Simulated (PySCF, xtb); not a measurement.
C2H8O2Si, SMILES [Si@H](C)(CO)O. The values are those of a single conformer.

Harmonic wavenumbers (cm⁻¹) from GFN2-xTB in xtb at its own minimum, in rising order: 64, 112, 129, 198, 244, 283, 305, 392, 633, 650, 704, 747, 768, 788, 821, 853, 890, 1060, 1128, 1275, 1337, 1382, 1474, 1488, 1496, 2232, 2861, 2990, 3033, 3038, 3063, 3568, 3667.

Problem. What does B3LYP-D3(BJ)/def2-SVP run with PySCF give at its own minimum? (Estimate from the structure and the level; the computed values follow.)

Solution. 98, 140, 150, 206, 224, 277, 357, 474, 620, 662, 686, 741, 776, 828, 846, 902, 943, 1067, 1174, 1273, 1284, 1399, 1430, 1434, 1457, 2197, 2946, 3025, 3064, 3112, 3121, 3768, 3887. Paired by order, the mean absolute difference is 45 cm⁻¹ and the zero-point energies are 62.4 and 63.7 kcal/mol.
